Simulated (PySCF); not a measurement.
AlF2H3Si.

```xyz
7

Al    -0.4204     0.2313    -0.2940
F     -1.9003    -0.4979    -0.4928
F     -0.2256     1.7074    -1.0325
Si     1.3783    -0.7807     0.9856
H      1.8797     0.1837     2.0091
H      2.5101    -1.1248     0.0737
H      0.9133    -2.0217     1.6690
```
Charge 0, spin multiplicity 1.

Geometry optimised at B3LYP-D3(BJ)/def2-SVP.

Calculation: PBE0/pcSseg-1 in PySCF. Non-relativistic, no solvent.

Computed absolute GIAO shielding of each atom: isotropic value and principal components (ppm):
```csv
atom,σ(iso),σ11,σ22,σ33,span
Al1,447.2,391.4,420.3,529.8,138.5
F2,300.6,191.5,282.2,428.2,236.7
F3,300.7,192.4,282.0,427.9,235.5
Si4,487.4,470.2,485.4,506.8,36.6
H5,28.0,25.0,25.7,33.4,8.4
H6,28.0,25.0,25.6,33.4,8.4
H7,28.1,24.9,25.8,33.6,8.7
```
